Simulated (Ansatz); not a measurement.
The same ligand exchange along the group F, Cl, Br, I.

Isolated molecules relaxed with PBE0-D4/def2-TZVP in Ansatz; ΔE leaves out vibrations. CCSD(T)/CBS is the MP2 limit (def2-TZVPP, def2-QZVPP) plus CCSD(T) − MP2 in def2-TZVPP, frozen cores. This one scheme is used for every species. Double bonds are as drawn, so ΔE can hold a change between cis and trans. Elements past krypton have def2 core potentials. For Br, I, Sb outer-core shells are correlated without core-valence functions, which leaves a few kJ/mol of doubt a bond. Scalar relativity is left out up to krypton. Each species was taken in one conformer, which may not be the lowest.

| reaction | CCSD(T)/CBS(def2) (kJ/mol) |
| --- | --- |
| `F/C=C/[SiH3]` + `[NH2][SbH][OH]` → `[OH][SbH][NH][SiH3]` + `C=CF` | -55 |
| `[SiH3]/C=C/Cl` + `[NH2][SbH][OH]` → `[OH][SbH][NH][SiH3]` + `C=CCl` | -57 |
| `[SiH3]/C=C/Br` + `[NH2][SbH][OH]` → `[OH][SbH][NH][SiH3]` + `C=CBr` | -57 |
| `[SiH3]/C=C/I` + `[NH2][SbH][OH]` → `[OH][SbH][NH][SiH3]` + `C=CI` | ? |

(1) Fill in the missing values. (Best estimate.)

Largest T1 diagnostic: 0.014, for `[NH2][SbH][OH]`.

Results:

(1) Ansatz gave: `[SiH3]/C=C/I` + `[NH2][SbH][OH]` → `[OH][SbH][NH][SiH3]` + `C=CI`: -56.8 kJ/mol.
